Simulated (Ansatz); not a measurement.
`[OH][Ti-]1([F])([F])[O]C=CC=[O+]1` + CH₄ → `[CH3][Ti-]1([OH])([F])[O]C=CC=[O+]1` + H–F at 500 K and 1 bar (formal exchange of groups at a Ti–F bond).

Program: Ansatz. Geometries: PBE0-D4/def2-TZVP. ΔE: electronic, gas phase. CCSD(T)/CBS is the MP2 limit (def2-TZVPP, def2-QZVPP) plus CCSD(T) − MP2 in def2-TZVPP, frozen cores. This one scheme is used for every species. For Ti outer-core shells are correlated without core-valence functions, which leaves a few kJ/mol of doubt a bond. Scalar relativity is left out up to krypton. One conformer a species, not always the lowest.

```tsv
species	CCSD(T)/CBS energy (Eh)	H − E (kJ/mol)	S (J/(mol·K))
`[OH][Ti-]1([F])([F])[O]C=CC=[O+]1`	-1390.83119	266.5	514.5
CH₄	-40.46206	135.6	206.8
`[CH3][Ti-]1([OH])([F])[O]C=CC=[O+]1`	-1330.82757	360.8	548.9
H–F	-100.39570	39.4	188.7
```

H − E and S are ideal-gas, rigid-rotor, harmonic terms from PBE0-D4/def2-TZVP, for one conformer and one mirror image of each species. 1 Eh = 2625.50 kJ/mol, R = 8.31446 J/(mol·K).

By hand: ΔE, ΔH, ΔS and ΔG.

ΔE = (-1330.82757) + (-100.39570) − (-1390.83119) − (-40.46206) = 0.06998 Eh = 183.7 kJ/mol. Δ(H − E) = 360.8 + 39.4 − 266.5 − 135.6 = -1.9, so ΔH = 181.8 kJ/mol. ΔS = 548.9 + 188.7 − 514.5 − 206.8 = 16.3 J/(mol·K). ΔG = 181.8 − 500 × (16.3)/1000 = 173.7 kJ/mol.

By hand: the equilibrium constant, and the temperature at which ΔG would vanish if ΔH and ΔS stayed fixed.

log₁₀ K = −ΔG/(RT ln 10) = -18.1. ΔG = 0 at ΔH/ΔS = 11153 K, far beyond where these terms or the molecules hold.

ΔH outweighs TΔS. A doubt of 5 kJ/mol in ΔE shifts log₁₀ K by 0.5 here. Other conformers and mirror images would add mixing entropy, several J/(mol·K) or more a flexible species. Modes under 60 cm⁻¹, often nearly free rotors, make the harmonic entropy too high. These are equilibria of isolated gas molecules and say nothing of rates. Largest T1 diagnostic: 0.023 (customary marks: 0.02 for closed shells, 0.045 for open ones).
